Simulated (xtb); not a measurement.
CH5FSn, SMILES [CH3][SnH2][F]. All values are semi-empirical tight-binding results from xtb (GFN2-xTB unless named), good for trends rather than for accurate numbers. The structure is a stationary point at GFN2-xTB.

For metal compounds this method's bond lengths and energies can be far off.

Computed properties:
```yaml
orbital_gap: 5.62 eV
zero_point_energy: 29.9 kcal/mol
G − E(el) at 298.15 K (modified RRHO): 11.0 kcal/mol
```
